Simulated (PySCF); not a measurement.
## Diatomics of Gd with the chalcogens

PBE0 with double-zeta basis sets in PySCF, for the lowest determinant that a PBE0 search found; no spin–orbit coupling. De refers to high-spin ground-configuration atoms. A positive dipole means M(−)Gd(+).

```csv
M,basis,state (unpaired electrons),Re (Å),ωe (cm⁻¹),De (eV),μ (D)
O,x2c-SVPall,nonet (f population 7.2),1.788,872,7.46,4.28
S,x2c-SVPall,nonet (f population 7.1),2.290,472,5.62,6.19
Se,x2c-SVPall,nonet (f population 7.1),2.423,310,4.99,6.45
```

The shortest bond is that of GdO (1.788 Å), the longest that of GdSe (2.423 Å). GdO is bound most strongly (7.46 eV) and GdSe least (4.99 eV).

Down a group the atoms grow and get heavier, so bonds lengthen and wavenumbers fall; this series shows no clear exception.

These are scalar-relativistic numbers at best; spin–orbit coupling would shift them, the dissociation energy most. The state is the lowest single determinant that the PBE0 search found; with open d or f shells the true ground state can be another one.
